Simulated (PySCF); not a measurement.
## Identify the compound

An unknown has the formula C$_{5}$H$_{11}$NO$_{2}$Si. Its calculated NMR data are:

1H NMR (500 MHz, computed): δ 6.61 (m, 1H), 5.18 (t, 2H), 4.54 (br, 1H), 4.35 (m, 1H), 4.29 (m, 1H), 3.11 (d, 3H), 2.08 (t, 2H).

13C{1H} NMR (computed): δ 174.5 (C), 157.0 (CH), 93.2 (CH2), 26.8 (CH3), 24.6 (CH2).

PySCF 2.14 calculation with coordinates at the GFN2-xTB level and shieldings: GIAO PBE0/pcSseg-1; non-relativistic, one averaged value for each set of equivalent atoms, no solvent, single conformer.

Shifts are taken against calculated references (same method and geometry level): 1H and 13C vs TMS.

Propose a structure and justify it.

## Answers


The formula gives 2 degrees of unsaturation (no ring in the answer). 5 carbon signals for 5 carbons: no two carbons are equivalent. Carbon types of the structure: 1 × C, 1 × CH, 2 × CH2, 1 × CH3, leaving 3 H on heteroatoms. δC 174.5: amide carbonyl carbon; lone-pair donation from the attached heteroatom keeps it upfield of a ketone carbonyl. δC 157.0: alkene carbon bearing oxygen; an sp2 carbon further deshielded by the attached heteroatom. δC 93.2: β carbon of an enol-ether or enamine type C=C; the O or N lone pair pushes π density onto this β carbon and shields it. δC 26.8: methyl carbon bonded to N; the inductive effect lowers its shielding. δH 6.61: hydrogen on an alkene carbon bearing oxygen; attached to an sp2 carbon and in the plane of the double bond. δH 3.11: hydrogen on a methyl carbon bonded to N; its carbon carries N, hence the downfield position. δH 2.08: hydrogen on an sp3 CH2 bonded to Si, α to a carbonyl; α to C=O.

The compound is `O=C(C[SiH2]OC=C)NC`.

The shifts were computed for this structure.

OH and NH positions are those of a molecule without intermolecular hydrogen bonds; in solution they move with solvent, concentration and temperature, and exchange usually removes their couplings. Amide-type NH protons are broadened by 14N but still split neighbouring CH signals. Shifts are as computed. Against solution values, carbons near 30 ppm lie about +3 ppm off and those near 130 ppm about +5 ppm. Of 1211 compounds with measured shifts, 218 miss one by over three times the rms of a fit or turn the order of signals round; such compounds aren't used in these exercises. Hydrogen bonding in solution deshields acid and N–H amide carbonyl carbons by as much as 10 ppm beyond these values. No couplings were computed; multiplicities are counted from neighbouring protons, with m where these are inequivalent, close in shift, in a saturated or five-membered ring or joined by F or P, and br s for small geminal =CH2 splittings.
